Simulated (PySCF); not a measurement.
An unknown gives this computed stick spectrum. Theory: PySCF 2.14.0, density-fitted response routines, TDDFT CAM-B3LYP/def2-SVPD, vertical, gas phase, core orbitals frozen in the response. Geometries: GFN2-xTB, one conformer each.

| state | E (eV) | f |
| --- | --- | --- |
| S1 | 4.42 | 0.0004 |
| S2 | 6.29 | 0.0049 |
| S3 | 6.62 | 0.072 |
| S4 | 7.01 | 0.139 |
| S5 | 7.07 | 0.0080 |
| S6 | 7.10 | 0.011 |
| S7 | 7.47 | 0.124 |
| S8 | 7.60 | 0.034 |

Triplets computed (Tamm–Dancoff): 3.85, 4.25, 5.97 eV.

**Question.** Which structure fits?
A. `[SiH2](O[Si@H](C)C#N)C`
B. `C(/CO[SiH3])=N\C`
C. `C=C([SiH3])CC=O`
D. `CN(C)[SiH2]C=O`

**Answer.** C. Its S1 lies at 4.42 eV; the nearest of the others has S1 at 5.13 eV. S1 is HOMO→LUMO (48%), HOMO-1→LUMO (41%). Löwdin shares by element: HOMO carbon 43% or more, oxygen 16%, silicon 8% (atoms not listed hold the other 33%); LUMO carbon 51% or more, oxygen 33%, hydrogen 7% or more. At the same level the other candidates give, for their lowest levels:
- `CN(C)[SiH2]C=O`: 3.17 eV (f 0.000); 4.75 eV (f 0.007); 6.10 eV (f 0.015); 6.36 eV (f 0.007); 6.63 eV (f 0.015); T1 2.48 eV; HOMO -8.07, LUMO -0.39 eV
- `C[SiH2]O[Si@H](C)C#N`: 7.07 eV (f 0.002); 7.43 eV (f 0.003); 7.49 eV (f 0.008); 7.63 eV (f 0.001); 7.65 eV (f 0.003); T1 6.00 eV; HOMO -10.09, LUMO 0.47 eV
- `C/N=C/CO[SiH3]`: 5.13 eV (f 0.001); 7.02 eV (f 0.027); 7.27 eV (f 0.064); 7.52 eV (f 0.045); 7.64 eV (f 0.038); T1 4.33 eV; HOMO -8.71, LUMO 0.83 eV

Conformer computed: `[CH2:1]=[C:2]([SiH3:3])[CH2:4][CH:5]=[O:6]`: C1–C2–C4–C5 138°, C2–C4–C5–O6 19°.
